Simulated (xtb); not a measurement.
Si(H)2(Cl)(Et) (C2H7ClSi), SMILES [SiH2](Cl)CC. All values are semi-empirical tight-binding results from xtb (GFN2-xTB unless named), good for trends rather than for accurate numbers. Geometry: GFN2-xTB. The values are those of a single conformer.

Optimised geometry:

```xyz
11

Si     0.5251     0.7696    -0.1449
Cl     1.2715    -1.0196     0.4160
C     -1.2415     0.5242    -0.8104
C     -2.2049    -0.0492     0.2265
H      0.5168     1.6379     1.0311
H      1.3894     1.3141    -1.1899
H     -1.6301     1.4793    -1.1671
H     -1.2203    -0.1408    -1.6769
H     -2.2908     0.6168     1.0825
H     -3.1973    -0.1822    -0.2011
H     -1.8561    -1.0163     0.5818
```

Question: Estimate the properties. (An estimate is asked for; the answer gives what the named calculation found.)

Answer: 
```
Quantity                                        Value
--------------------------------------  -------------
orbital gap                                   5.79 eV
dipole moment                                  1.90 D
zero-point energy                       51.9 kcal/mol
G − E(el) at 298.15 K (modified RRHO)   32.8 kcal/mol
static polarisability (D4 model)           68.1 bohr³
solvation energy, GFN2-xTB/ALPB(water)  -0.5 kcal/mol
solvation energy, GFN2-xTB/ALPB(ether)  -3.8 kcal/mol
```

Question: Give the atomic charges and the Wiberg bond orders between heavy atoms. (Estimate from the structure and the level; the computed values follow.)

Answer: charges (e) Si1 0.49, Cl2 -0.25, C3 -0.15, C4 -0.10, H5 -0.07, H6 -0.08, H7 0.02, H8 0.03, H9 0.03, H10 0.03, H11 0.03. Bond orders Si1–Cl2 1.10, Si1–C3 0.90, C3–C4 1.03.
